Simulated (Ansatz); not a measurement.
`CC[Si]Cl` + `CC(Br)Br` → `Cl[Si]Br` + `CCC(C)Br`  (formal exchange of groups at the Si–C bond)

Calculated with Ansatz (gas phase, PBE0-D4/def2-TZVP geometries, no zero-point term in ΔE). CCSD(T)/CBS adds triple-zeta CCSD(T) − MP2 to the extrapolated MP2 energy (def2 sets, frozen cores). Functionals use def2-TZVPP. B3LYP here is the variant with VWN-RPA as its local correlation; programs differ in this. HSE06 is defined as in plane-wave codes. For Br outer-core shells are correlated without core-valence functions, which leaves a few kJ/mol of doubt a bond. Scalar relativity is left out up to krypton. One conformer a species, not always the lowest.

`CC[Si]Cl`:

```xyz
9

C    -0.809    0.122    0.482
C     0.538    0.534   -0.084
Si    1.625   -0.623   -1.115
Cl    0.461   -2.360   -1.157
H    -1.274    0.935    1.047
H    -0.713   -0.736    1.150
H    -1.499   -0.171   -0.312
H     0.448    1.427   -0.725
H     1.222    0.872    0.714
```

`CC(Br)Br`:

Z-matrix (Å, degrees):
```
C
C 1 1.502
H 1 1.090 2 110.9
H 1 1.092 2 109.6 3 120.2
H 1 1.092 2 109.6 3 -120.2
Br 2 1.940 1 111.0 3 61.9
Br 2 1.940 1 111.0 3 -61.9
H 2 1.085 1 113.1 3 -180.0
```

`Cl[Si]Br`:

```xyz
3

Cl   -1.605    0.292    0.484
Si    0.449    0.585    0.538
Br    1.156   -0.877   -1.022
```

`CCC(C)Br`:

Cartesian coordinates in Å:
```
C 1.091 1.409 0.794
C -0.131 0.729 0.209
C 0.086 -0.701 -0.236
C -1.110 -1.299 -0.935
Br 0.543 -1.833 1.313
H 0.874 2.450 1.043
H 1.425 0.906 1.703
H 1.923 1.404 0.083
H -0.467 1.279 -0.679
H -0.963 0.755 0.921
H 0.977 -0.772 -0.863
H -1.335 -0.713 -1.832
H -1.988 -1.282 -0.286
H -0.924 -2.330 -1.235
```

```json
{"level": "LDA (SPW92)", "ΔE (kcal/mol)": "-42.9", "difference from CCSD(T)/CBS": "-0.2"}
{"level": "PBE-D4", "ΔE (kcal/mol)": "-41.9", "difference from CCSD(T)/CBS": "0.8"}
{"level": "revPBE-D4", "ΔE (kcal/mol)": "-41.4", "difference from CCSD(T)/CBS": "1.3"}
{"level": "BLYP-D4", "ΔE (kcal/mol)": "-41.5", "difference from CCSD(T)/CBS": "1.2"}
{"level": "r2SCAN-D4", "ΔE (kcal/mol)": "-43.4", "difference from CCSD(T)/CBS": "-0.7"}
{"level": "B97M-V", "ΔE (kcal/mol)": "-43.1", "difference from CCSD(T)/CBS": "-0.4"}
{"level": "PBE0-D4", "ΔE (kcal/mol)": "-42.9", "difference from CCSD(T)/CBS": "-0.2"}
{"level": "B3LYP-D4", "ΔE (kcal/mol)": "-42.6", "difference from CCSD(T)/CBS": "0.1"}
{"level": "r2SCANh-D4", "ΔE (kcal/mol)": "-43.7", "difference from CCSD(T)/CBS": "-1.0"}
{"level": "r2SCAN0-D4", "ΔE (kcal/mol)": "-44.1", "difference from CCSD(T)/CBS": "-1.4"}
{"level": "BHLYP-D4", "ΔE (kcal/mol)": "-43.8", "difference from CCSD(T)/CBS": "-1.1"}
{"level": "CAM-B3LYP-D4", "ΔE (kcal/mol)": "-42.7", "difference from CCSD(T)/CBS": "0.0"}
{"level": "ωB97X-V", "ΔE (kcal/mol)": "-42.1", "difference from CCSD(T)/CBS": "0.6"}
{"level": "ωB97M-V", "ΔE (kcal/mol)": "-43.1", "difference from CCSD(T)/CBS": "-0.4"}
{"level": "B2PLYP", "ΔE (kcal/mol)": "-42.7", "difference from CCSD(T)/CBS": "0.0"}
{"level": "PBE-QIDH", "ΔE (kcal/mol)": "-43.3", "difference from CCSD(T)/CBS": "-0.6"}
{"level": "PBE", "ΔE (kcal/mol)": "-42.0", "difference from CCSD(T)/CBS": "0.7"}
{"level": "revPBE", "ΔE (kcal/mol)": "-41.5", "difference from CCSD(T)/CBS": "1.2"}
{"level": "BLYP", "ΔE (kcal/mol)": "-41.8", "difference from CCSD(T)/CBS": "0.9"}
{"level": "r2SCAN", "ΔE (kcal/mol)": "-43.4", "difference from CCSD(T)/CBS": "-0.7"}
{"level": "PBE0", "ΔE (kcal/mol)": "-43.0", "difference from CCSD(T)/CBS": "-0.3"}
{"level": "B3LYP", "ΔE (kcal/mol)": "-42.8", "difference from CCSD(T)/CBS": "-0.1"}
{"level": "r2SCANh", "ΔE (kcal/mol)": "-43.7", "difference from CCSD(T)/CBS": "-1.0"}
{"level": "r2SCAN0", "ΔE (kcal/mol)": "-44.1", "difference from CCSD(T)/CBS": "-1.4"}
{"level": "HSE06", "ΔE (kcal/mol)": "-43.0", "difference from CCSD(T)/CBS": "-0.3"}
{"level": "BHLYP", "ΔE (kcal/mol)": "-44.1", "difference from CCSD(T)/CBS": "-1.4"}
{"level": "CAM-B3LYP", "ΔE (kcal/mol)": "-42.8", "difference from CCSD(T)/CBS": "-0.1"}
{"level": "HF/def2-SVP", "ΔE (kcal/mol)": "-45.7", "difference from CCSD(T)/CBS": "-3.0"}
{"level": "MP2/def2-SVP", "ΔE (kcal/mol)": "-45.1", "difference from CCSD(T)/CBS": "-2.4"}
{"level": "CCSD/def2-SVP", "ΔE (kcal/mol)": "-44.9", "difference from CCSD(T)/CBS": "-2.2"}
{"level": "CCSD(T)/def2-SVP", "ΔE (kcal/mol)": "-44.8", "difference from CCSD(T)/CBS": "-2.1"}
{"level": "HF/def2-TZVPP", "ΔE (kcal/mol)": "-44.9", "difference from CCSD(T)/CBS": "-2.2"}
{"level": "MP2/def2-TZVPP", "ΔE (kcal/mol)": "-42.4", "difference from CCSD(T)/CBS": "0.3"}
{"level": "SCS-MP2/def2-TZVPP", "ΔE (kcal/mol)": "-41.8", "difference from CCSD(T)/CBS": "0.9"}
{"level": "CCSD/def2-TZVPP", "ΔE (kcal/mol)": "-42.1", "difference from CCSD(T)/CBS": "0.6"}
{"level": "CCSD(T)/def2-TZVPP", "ΔE (kcal/mol)": "-41.9", "difference from CCSD(T)/CBS": "0.8"}
{"level": "MP2/def2-QZVPP", "ΔE (kcal/mol)": "-42.8", "difference from CCSD(T)/CBS": "-0.1"}
{"level": "HF/CBS(def2)", "ΔE (kcal/mol)": "-44.8", "difference from CCSD(T)/CBS": "-2.1"}
{"level": "MP2/CBS(def2)", "ΔE (kcal/mol)": "-43.2", "difference from CCSD(T)/CBS": "-0.5"}
{"level": "CCSD/CBS(def2)", "ΔE (kcal/mol)": "-43.0", "difference from CCSD(T)/CBS": "-0.3"}
{"level": "CCSD(T)/CBS", "ΔE (kcal/mol)": "-42.7", "difference from CCSD(T)/CBS": "0"}
```

Largest T1 diagnostic among the species: 0.012.

At CCSD(T), def2-SVP lies −2.1 kcal/mol from the extrapolated value and def2-TZVPP +0.8 kcal/mol. In def2-TZVPP, CCSD(T) changes the Hartree–Fock value by +3.0 kcal/mol (the triples alone add +0.2 kcal/mol) and MP2 by +2.5 kcal/mol. Leaving LDA and LC-ωPBE aside and taking each functional with its dispersion term where it has one, the values spread over 2.7 kcal/mol, from r2SCAN0-D4 to revPBE-D4. LDA lies −0.9 kcal/mol from PBE without D4.
